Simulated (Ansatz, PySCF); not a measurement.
H3HfO3 (SMILES [OH][Hf]([OH])[OH]), doublet, at a GFN2-xTB geometry (such geometries of metal compounds can be far from the true shape) (the multiplicity is a formal guess) (core potentials on Hf). Base run: HF/def2-SVPD (PySCF).

Input for PySCF:
```python
from pyscf import gto, scf

mol = gto.Mole()
mol.atom = '''
    Hf    0.02003494   -0.04142502    0.04666408
    O     1.50219233   -0.12177492   -1.07532677
    H     1.50657928    0.40421577   -1.88523804
    O    -0.47977780   -0.81968077    1.65944460
    H    -1.34165278   -0.58759156    2.02775851
    O    -1.11915871    1.14542333   -0.81548044
    H    -0.83348867    1.53423643   -1.65143302
'''
mol.basis = 'def2-svpd'
mol.ecp = {'Hf': 'def2-svpd'}
mol.spin = 1
mol.verbose = 4
mol.build()

mf = scf.UHF(mol)
mf.kernel()
```

The same geometry, method and basis name were run in Ansatz (a first-principles code) and PySCF, at each program's defaults and at the settings that a row names. The base is PySCF at its defaults. Differences at the defaults can come from grids, fitting, cores and function types together.

| code and settings | ΔE vs base (mEh) | basis functions | E (Eh) | SCF cycles | dipole (D) |
|---|---|---|---|---|---|
| PySCF, defaults (exact integrals, spherical functions) | 0.000 | 128 | -273.76814 | 13 | 1.90 |
| Ansatz, defaults (factorised integrals, spherical functions) | 0.017 | 128 | -273.76813 | - | - |
| PySCF, density fitting with def2-universal-jkfit | 0.190 | 128 | -273.76795 | 13 | 1.90 |
| Ansatz, high accuracy | 0.000 | 128 | -273.76814 | - | - |

Open shells are given as the SCF converged; they aren't shown to be the lowest states, and a large step between rows can be another state.
